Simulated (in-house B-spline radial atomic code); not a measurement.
**Ionising Cs II (Cs+) with different functionals**

Computed with a radial B-spline atomic code at the basis-set limit: four-component Dirac-Coulomb Hamiltonian, Fermi nucleus of rms radius 4.8041 fm, spin-restricted, spherical fractional occupations for the functionals. The ionisation energy is the difference of two self-consistent energies, [Kr] 4d10 5s2 5p6 → [Kr] 4d10 5s2 5p5, without Breit or QED terms; ε is the level of the shell that loses the electron (mean over j). The electron is taken from both j subshells in proportion to 2j + 1, so the result is a j average, not the step between ground levels.

Hybrids are left out here: with spherical fractional occupations of an open shell their exact exchange keeps a self-interaction that integer-occupation calculations don't have.

| method | rung | ΔSCF (eV) | -ε(5p) (eV) |
| --- | --- | --- | --- |
| LDA VWN5 | LDA | 23.87 | 18.87 |
| relativistic LDA | LDA | 23.86 | 18.86 |
| LDA PW92 | LDA | 23.87 | 18.87 |
| LDA exchange-only | LDA | 22.48 | 17.52 |
| PBE | GGA | 23.69 | 18.71 |
| PBEsol | GGA | 23.72 | 18.72 |
| BLYP | GGA | 23.49 | 18.51 |
| RPBE | GGA | 23.66 | 18.67 |
| PW91 | GGA | 23.75 | 18.76 |
| BP86 | GGA | 23.80 | 18.81 |
| AM05 | GGA | 23.69 | 18.69 |
| OLYP | GGA | 23.67 | 18.67 |

Question: How do they compare with the NIST value?

Answer: NIST lists 23.157 eV (measured, ground level to ground level). Errors run from -0.67 to +0.71 eV; BLYP is closest (+0.34 eV), but part of that can be cancellation, since the calculations leave out Breit-QED terms, spin polarisation, the choice among j levels, multiplet and fine-structure energies.
